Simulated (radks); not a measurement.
Results of a calculation; reference values are marked as such.
The mean radii <r> (bohr) of the occupied orbitals of an atom or ion are listed with their occupations. Code: a radial shooting solver on a logarithmic mesh with Libxc functionals. Model: Dirac Kohn-Sham, BLYP, spin-unpolarised, spherical densities, finite nucleus; Fermi nuclear charge, rms radius of each element as measured or else 0.836 A^(1/3) + 0.57 fm.

| orbital | occ. | <r> |
|---|---|---|
| 1s1/2 | 2 | 0.05213 |
| 2s1/2 | 2 | 0.2350 |
| 2p1/2 | 2 | 0.2041 |
| 2p3/2 | 4 | 0.2075 |
| 3s1/2 | 2 | 0.7052 |
| 3p1/2 | 2 | 0.7297 |
| 3p3/2 | 4 | 0.7397 |
| 3d3/2 | 3.2 | 0.8554 |
| 3d5/2 | 4.8 | 0.8601 |

Name the element and its charge. Open shells, if any, are shared by 2j + 1.

Answer. Z = 29, copper, charge +3: Cu3+ in [Ar] 3d8. The 1s radius gives Z: for a bare nucleus <r> = (2 gamma + 1)/(2Z) with gamma = sqrt(1 - (Z/c)^2), 0.05094 bohr for Z = 29, and screening makes it slightly larger (0.05213 here). The occupations add up to 26, and the charge is Z minus that.
